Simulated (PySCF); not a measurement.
C₅H₆S₂.
Bonds: C1–S2, S2–C3, C3–C4 (aromatic), C4–C5 (aromatic), C5–S6 (aromatic), S6–C7 (aromatic), C3–C7 (aromatic). Hydrogens: H8, H9, H10 on C1; H11 on C4; H12 on C5; H13 on C7.

Computed, not measured: PBE0-D3(BJ)/def2-TZVP geometry optimisation, gas phase (PySCF 2.14.0).

Some entries are withheld. Bonds in one row agree within 0.01 Å.

```tsv
coordinate	value
C1–S2	?
S2–C3	1.746 Å
C3–C4	1.425 Å
C4–C5	?
C5–S6	?
S6–C7	?
C3–C7	1.368 Å
C1–H8, C1–H9, C1–H10	1.091 Å
C4–H11	1.082 Å
C5–H12	1.079 Å
C7–H13	1.078 Å
C1–S2–C3	?
S2–C3–C4	120.4°
S2–C3–C7	?
C4–C3–C7	112.1°
C3–C4–C5	?
C4–C5–S6	111.8°
C5–S6–C7	92.1°
C3–C7–S6	111.5°
```

Problem. Fill in the missing values.

Solution. 
- C1–S2 = 1.790 Å, drawn single (S-methyl carbon to sulfide sulfur); 0.02 Å below the sum of covalent radii, 1.81 Å.
- C4–C5 = 1.360 Å, aromatic (aromatic CH carbon to aromatic CH next to a ring sulfur); 0.10 Å below the sum of covalent radii, 1.46 Å.
- C5–S6 = 1.704 Å, aromatic (aromatic CH next to a ring sulfur to thiophene-type sulfur); 0.08 Å below the sum of covalent radii, 1.78 Å.
- S6–C7 = 1.709 Å, aromatic (thiophene-type sulfur to aromatic CH next to a ring sulfur); 0.07 Å below the sum of covalent radii, 1.78 Å.
- C1–S2–C3 = 101.4°, at the sulfide sulfur; the outer atoms are 2.738 Å apart.
- S2–C3–C7 = 127.5°, at the substituted aromatic carbon; the outer atoms are 2.798 Å apart.
- C3–C4–C5 = 112.5°, at the aromatic CH carbon, inside a 5-membered ring; the outer atoms are 2.315 Å apart.

Radii are Cordero's, carbon taken as 0.76, 0.73 or 0.69 Å for four, three, and two or fewer neighbours.

No PBE0-D3(BJ)/def2-TZVP frequencies stand behind this structure, so it isn't proved a minimum. The numbers are those of one conformer (C1–S2–C3–C4 -179°).
